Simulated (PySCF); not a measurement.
C3H8N, SMILES C[C](N)C, multiplicity 2.

The structure is a stationary point at ωB97X-D3(BJ)/def2-SVP. The isomer is the one that the SMILES or the coordinates give; other isomers of the formula were not compared. Other conformers were not sampled.

These are SMD-ωB97X/6-31G* (PySCF) values and carry that method's errors.

Solvation free energies are E(SMD) − E(gas) at the gas-phase geometry, for 1 M in both phases. In vacuum the dipole moment is 1.41 D.

| solvent | ΔG(solv) (kcal/mol) | its non-electrostatic (CDS) part | dipole (D) |
|---|---|---|---|
| water | -2.1 | 3.0 | 1.79 |
| tetrahydrofuran | (withheld) | (withheld) | (withheld) |
| methanol | -4.7 | 0.2 | 1.78 |

### Question
Complete the blanks. (An estimate is asked for; the answer gives what the named calculation found.)

### Answer

- tetrahydrofuran, ΔG(solv) (kcal/mol): -4.1
- tetrahydrofuran, its non-electrostatic (CDS) part: 0.0
- tetrahydrofuran, dipole (D): 1.70
